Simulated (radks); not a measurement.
Task: All-electron atom: Tb2+ in [Xe] 4f9. All-electron calculation, scalar-relativistic Kohn-Sham, LDA (Slater exchange, VWN5 correlation), spin-unpolarised, spherical densities, finite nucleus; Fermi nuclear charge, rms radius 5.06 fm. Program: a radial shooting solver on a logarithmic mesh with Libxc functionals. Some entries of the table are withheld. Estimate them.

| orbital | occ. | eigenvalue (eV) | <1/r> (bohr^-1) | r(max) (bohr) |
|---|---|---|---|---|
| 1s | 2 | -51817.42 | (1) | 0.01366 |
| 2s | 2 | -8602.709 | 16.96 | 0.07757 |
| 2p | 6 | -7650.220 | 15.80 | 0.06281 |
| 3s | 2 | -1918.214 | 6.229 | 0.2200 |
| 3p | 6 | -1624.363 | 5.851 | 0.2159 |
| 3d | 10 | (2) | 5.553 | 0.1763 |
| 4s | 2 | -390.4467 | 2.629 | 0.5048 |
| 4p | 6 | (3) | 2.413 | 0.5270 |
| 4d | 10 | -160.6583 | 2.124 | (4) |
| 5s | 2 | -61.6687 | 1.001 | 1.180 |
| 5p | 6 | (5) | 0.8360 | 1.347 |
| 4f | 9 | -17.1350 | (6) | 0.5548 |

Result: 
(1) 1s <1/r> (bohr^-1): 73.03
(2) 3d eigenvalue (eV): -1240.328
(3) 4p eigenvalue (eV): -293.6344
(4) 4d r(max) (bohr): 0.5467
(5) 5p eigenvalue (eV): -38.9178
(6) 4f <1/r> (bohr^-1): 1.513
